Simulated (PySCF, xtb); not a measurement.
GeOF2, SMILES [F][Ge]([F])=[O].

GFN2-xTB (xtb) at its own geometry gives an orbital gap of 4.93 eV and a dipole moment of 1.43 D.

Geometry optimised at B3LYP-D3(BJ)/def2-SVP.

What does PySCF with ωB97X/def2-TZVPD give? (The exact figures need the calculation; the answer reports its results.)

gap 10.85 eV (levels -11.97 and -1.12 eV), dipole 1.60 D.
